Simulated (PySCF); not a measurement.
# Levels of Ge³⁺ from EOM-EA-GCCSD

Reference: closed-shell Ge⁴⁺, [Ar] 3d10; one electron is added. Calculated with PySCF 2.14, two-component X2C-1e with screened spin-orbit coupling, x2c-TZVPPall-2c with one added diffuse shell each of s, p, d type (7s8p5d1f, 63 functions); frozen 1s2; all 98 virtual spinors kept. No Breit or QED terms. Binding energies in eV.

```tsv
level	Koopmans	second order	EOM-CCSD
4s1/2	44.514	44.873	44.956
4p1/2	34.679	34.930	35.004
4p3/2	34.348	34.591	34.665
4d3/2	21.716	21.757	21.807
4d5/2	21.686	21.725	21.777
5s1/2	20.612	20.721	20.739
5p1/2	17.295	17.375	17.395
5p3/2	17.178	17.257	17.278
```

Electric-dipole lines between these computed levels:

| lower | upper | ΔE (eV) | vacuum wavelength (nm) |
| --- | --- | --- | --- |
| 4s1/2 | 4p1/2 | 9.952 | 124.6 |
| 4s1/2 | 4p3/2 | 10.291 | 120.5 |
| 4s1/2 | 5p1/2 | 27.560 | 44.99 |
| 4s1/2 | 5p3/2 | 27.677 | 44.80 |
| 4p1/2 | 4d3/2 | 13.196 | 93.95 |
| 4p1/2 | 5s1/2 | 14.265 | 86.92 |
| 4p3/2 | 4d3/2 | 12.857 | 96.43 |
| 4p3/2 | 4d5/2 | 12.888 | 96.20 |
| 4p3/2 | 5s1/2 | 13.926 | 89.03 |
| 4d3/2 | 5p1/2 | 4.412 | 281.0 |
| 4d3/2 | 5p3/2 | 4.529 | 273.8 |
| 4d5/2 | 5p3/2 | 4.498 | 275.6 |
| 5s1/2 | 5p1/2 | 3.343 | 370.8 |
| 5s1/2 | 5p3/2 | 3.461 | 358.3 |

Quantum defects δ = n − Z_c √(13.6057 eV / E) with Z_c = 4: 4s1/2 1.799, 4p1/2 1.506, 4p3/2 1.494, 4d3/2 0.840, 4d5/2 0.838, 5s1/2 1.760, 5p1/2 1.462, 5p3/2 1.450.

For comparison, the ionisation energy of Ge³⁺ is 45.715 eV (measured; NIST Atomic Spectra Database, ionization energies).

Gaps of this size point to the basis (7s8p5d1f), which has few functions of high l to correlate and polarise the inner shells.

The highest levels are limited by the diffuse functions of the basis.
